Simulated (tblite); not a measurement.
Species: C6H12NO (doublet state).
SMILES with atom numbers: `[CH3:1][CH:2]1[CH2:3][CH2:4][N:5]([O:6])[CH2:7][CH2:8]1` (hydrogens: H9, H10, H11 on C1; H12 on C2; H13, H14 on C3; H15, H16 on C4; H17, H18 on C7; H19, H20 on C8)

Structure optimised with GFN2-xTB, isolated species. This method treats the open shell by occupation alone, without spin polarisation.

Question: Give the optimised bond lengths and angles.

Answer: 
```json
{"bond": "C1–C2", "length (Å)": "1.526", "order": "single"}
{"bond": "C2–C3, C2–C8", "length (Å)": "1.530", "order": "single"}
{"bond": "C3–C4, C7–C8", "length (Å)": "1.534", "order": "single"}
{"bond": "C4–N5, N5–C7", "length (Å)": "1.438", "order": "single"}
{"bond": "N5–O6", "length (Å)": "1.275", "order": "single"}
{"bond": "C1–H9, C1–H10, C1–H11", "length (Å)": "1.088", "order": "single"}
{"bond": "C2–H12", "length (Å)": "1.097", "order": "single"}
{"bond": "C3–H13, C8–H20", "length (Å)": "1.092", "order": "single"}
{"bond": "C3–H14, C8–H19", "length (Å)": "1.091", "order": "single"}
{"bond": "C4–H15, C7–H17", "length (Å)": "1.097", "order": "single"}
{"bond": "C4–H16, C7–H18", "length (Å)": "1.091", "order": "single"}
```

Bonds in one row agree within 0.01 Å and their mean is given. Orders are formal, as drawn. A selection of angles:
```json
{"angle": "C1–C2–C3", "degrees": "111.1"}
{"angle": "C3–C2–C8", "degrees": "108.8"}
{"angle": "C2–C3–C4", "degrees": "110.4"}
{"angle": "C3–C4–N5", "degrees": "110.3"}
{"angle": "C4–N5–O6", "degrees": "121.3"}
{"angle": "C4–N5–C7", "degrees": "115.8"}
```

Torsions: C1–C2–C3–C4 179° (antiperiplanar); C2–C3–C4–N5 -55° (synclinal); C3–C4–N5–O6 -109° (anticlinal); C4–N5–C7–C8 -56° (synclinal); N5–C7–C8–C2 55° (synclinal); C1–C2–C8–C7 -179° (antiperiplanar).

N5 (nitrogen bonded to 2 C and O) is almost planar (angles 121.3°, 121.3° and 115.8°, sum 358.3°, 0.10 Å off the plane of its three neighbours). The 6-membered ring C2–C3–C4–N5–C7–C8 has internal angles of 108.8° to 115.8° (sum 666°, against 720° for a flat polygon); it is puckered, 0.23 Å rms from its mean plane, widest ring torsion 57°.

Point group: Cs (tolerance 0.08 Å). Its GFN2-xTB frequencies are all real (lowest 59 cm⁻¹). 2 starts were optimised and ended at 0.00 and 3.31 kcal/mol (GFN2-xTB); the lowest of these is shown.

One conformer stands for the species.

The numbers are calculated, not measured.
